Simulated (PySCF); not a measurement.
# Electron correlation in Re (rhenium, neutral)

[Xe] 4f14 5d5 6s2, high-spin 6S determinant. Computed with PySCF 2.14 in ANO-RCC-VTZP (8s7p5d3f2g1h, 104 functions), with the spin-free X2C one-electron Hamiltonian (Gaussian nucleus). Frozen: [Xe] 4f14; 7 electrons correlated.

```tsv
level	correlation energy (mhartree)
CCSD	-125.51
(T)	-4.49
CCSD(T)	-130.00
```

Diagnostics: T1 = 0.019, D1 = 0.0664, largest double amplitude 0.097.

Cost of the coupled-cluster step: about 9 core-seconds, for 7 correlated electrons.

Iterations:

```
CC2 = 0
CCSD nocc = (np.int64(6), np.int64(1)), nmo = (70, 70)
frozen orbitals [[0, 1, 2, 3, 4, 5, 6, 7, 8, 9, 10, 11, 12, 13, 14, 15, 16, 17, 18, 19, 20, 21, 22, 23, 24, 25, 26, 27, 28, 29, 30, 31, 32, 33], [0, 1, 2, 3, 4, 5, 6, 7, 8, 9, 10, 11, 12, 13, 14, 15, 16, 17, 18, 19, 20, 21, 22, 23, 24, 25, 26, 27, 28, 29, 30, 31, 32, 33]]
max_cycle = 100
direct = 0
conv_tol = 1e-08
conv_tol_normt = 1e-06
diis_space = 8
diis_start_cycle = 0
Init t2, MP2 energy = -0.113867224230258
Init E_corr(UCCSD) = -0.113867224232379
cycle = 1  E_corr(UCCSD) = -0.12106934407134  dE = -0.00720211984  norm(t1,t2) = 0.0599373
cycle = 2  E_corr(UCCSD) = -0.123609723789546  dE = -0.00254037972  norm(t1,t2) = 0.0248334
cycle = 3  E_corr(UCCSD) = -0.125469633169523  dE = -0.00185990938  norm(t1,t2) = 0.0122591
cycle = 4  E_corr(UCCSD) = -0.125490930187768  dE = -2.12970182e-05  norm(t1,t2) = 0.00196383
cycle = 5  E_corr(UCCSD) = -0.125507858244187  dE = -1.69280564e-05  norm(t1,t2) = 0.000822512
cycle = 6  E_corr(UCCSD) = -0.125514565829935  dE = -6.70758575e-06  norm(t1,t2) = 0.000292678
cycle = 7  E_corr(UCCSD) = -0.125512425673713  dE = 2.14015622e-06  norm(t1,t2) = 6.9789e-05
cycle = 8  E_corr(UCCSD) = -0.125513533072835  dE = -1.10739912e-06  norm(t1,t2) = 1.21124e-05
cycle = 9  E_corr(UCCSD) = -0.125513129845147  dE = 4.03227688e-07  norm(t1,t2) = 2.00606e-06
cycle = 10  E_corr(UCCSD) = -0.125513174170512  dE = -4.43253647e-08  norm(t1,t2) = 3.61815e-07
cycle = 11  E_corr(UCCSD) = -0.12551317247261  dE = 1.69790237e-09  norm(t1,t2) = 5.13686e-08
UCCSD converged
E(UCCSD) = -16687.7704799339  E_corr = -0.1255131724726098
UCCSD(T) correction = -0.00448860749494761
```
